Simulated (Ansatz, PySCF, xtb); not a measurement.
Pulling on the Mg1–H2 bond in H2MgSe (SMILES [MgH][SeH]) (multiplicity 1 held, fragments rigid). Energies count from the point at 1.689 Å.
Geometry at that point (charge 0, multiplicity 1):
```xyz
4

Mg    -0.9098    -0.7986    -1.2496
H     -1.7924    -1.5775    -2.4609
Se     0.3558     0.3557     0.4797
H      0.6118    -0.9339     1.1476
```

R- and RO- levels are restricted; in cc, def2 and unpolarised 6-31G sets they are followed outwards from rest. U- levels take the lowest unrestricted solution at each point, which mixes spins at long bonds. Levels need not reach the same state.

Correlated levels freeze the cores. Filled d and f shells under p-block atoms count as core. Rows in LANL2DZ carry no dispersion term and start afresh at each structure. LANL2DZ brings its own core potentials from Na on.

Codes used: Ansatz (Gaussian basis) for Hartree–Fock, density functionals and correlated methods; PySCF for LANL2DZ rows; xtb for the GFN methods. Each number belongs to the level named beside it. The GFN methods have no spin term and hold the electronic entropy of 300 K.

**Question.** One of these levels gives 124.83 kcal/mol for the energy at R = 5.405 Å. Which one is it?
(A) U-MP2/def2-TZVPPD
(B) GFN2-xTB
(C) R-wB97X-V/def2-TZVPPD
(D) U-HF/LANL2DZ

**Answer.** C, R-wB97X-V/def2-TZVPPD. The others give 81.50 (GFN2-xTB), 49.76 (U-HF/LANL2DZ), 66.07 (U-MP2/def2-TZVPPD)

Doubts at one or more of the structures used: a spin-contaminated determinant (U-HF/LANL2DZ, U-MP2/def2-TZVPPD); a restricted determinant that unrestricted orbitals would lower (R-wB97X-V/def2-TZVPPD).

Ansatz is an electronic-structure program.
